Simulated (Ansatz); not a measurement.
Bi₈O₁₈H₁₂ was relaxed with r2SCAN-D4 (def2-SVP) in Ansatz in these states: charge +1 doublet, neutral singlet. The geometries follow in no particular order.

In the def2 sets Bi takes a core potential; there is no spin–orbit coupling. Single mean-field runs in def2-SVP are fitted with def2-universal-jkfit.

A:

```csv
atom,x (Å),y (Å),z (Å)
Bi1,1.564,0.614,-0.480
Bi2,-1.530,-1.893,-1.451
Bi3,-2.143,0.786,1.156
Bi4,1.867,1.413,3.033
Bi5,1.763,-2.950,0.027
Bi6,-0.971,1.704,-2.386
Bi7,0.364,3.735,1.054
Bi8,1.016,-1.071,-3.888
O9,1.340,-1.041,1.131
O10,-0.622,-2.862,0.310
O11,3.026,-1.283,-0.757
O12,2.680,-3.418,1.892
O13,3.122,-1.367,-3.415
O14,0.532,-2.210,-2.193
O15,3.317,1.274,1.432
O16,-1.482,-0.425,-3.457
O17,-3.685,0.539,2.636
O18,-3.172,-0.848,-0.052
O19,0.473,1.535,1.442
O20,-1.086,-0.978,2.102
O21,-0.656,0.053,-0.879
O22,-2.942,1.596,-1.185
O23,1.632,3.441,2.891
O24,1.064,0.776,-2.887
O25,-1.677,3.460,1.722
O26,0.233,2.725,-0.895
H27,0.449,-1.026,1.592
H28,-0.895,-2.308,1.100
H29,3.192,-1.417,-1.735
H30,2.660,-2.619,2.440
H31,3.606,-0.555,-3.633
H32,3.798,0.428,1.444
H33,-2.206,-0.480,-4.099
H34,-4.207,-0.239,2.389
H35,-3.578,-0.222,-0.688
H36,-1.568,-1.182,2.918
H37,-3.433,2.433,-1.209
H38,-1.843,3.883,2.579
```

B:

```csv
atom,x (Å),y (Å),z (Å)
Bi1,1.356,0.805,-0.943
Bi2,-2.567,1.190,0.539
Bi3,-0.339,-1.502,1.746
Bi4,2.396,-2.751,-1.132
Bi5,-1.552,0.652,-3.063
Bi6,0.772,2.022,2.176
Bi7,3.382,-1.082,1.735
Bi8,-0.695,4.119,-0.509
O9,-0.076,-0.644,-1.944
O10,-2.721,-0.206,-1.159
O11,0.499,1.609,-2.916
O12,-1.371,-0.915,-4.460
O13,0.029,4.130,-2.537
O14,-1.802,2.435,-1.074
O15,2.934,-0.904,-2.109
O16,-1.414,2.979,1.775
O17,-0.529,-3.479,2.664
O18,-2.464,-0.768,2.013
O19,1.550,-1.429,0.322
O20,-1.219,-2.215,-0.221
O21,-0.384,0.651,0.728
O22,-0.081,0.163,3.380
O23,3.917,-2.598,0.222
O24,0.947,2.936,0.138
O25,1.795,-1.847,3.060
O26,2.412,0.823,1.430
H27,-0.509,-1.326,-1.352
H28,-2.392,-1.093,-0.847
H29,0.415,2.609,-2.933
H30,-0.662,-1.526,-4.210
H31,0.595,4.883,-2.764
H32,2.768,-0.889,-3.067
H33,-1.872,3.438,2.497
H34,-1.474,-3.696,2.749
H35,-2.503,-0.444,2.930
H36,-1.546,-3.126,-0.168
H37,0.581,-0.224,3.982
H38,1.824,-2.784,3.322
```

Task: Judge from the bond lengths which geometry belongs to which state (an estimate).

Result: A is the neutral singlet (Bi1–O19 2.394 Å, Bi1–O11 2.411 Å, Bi7–O19 2.237 Å); B is the charge +1 doublet (Bi1–O19 2.574 Å, Bi1–O11 2.297 Å, Bi7–O19 2.340 Å).
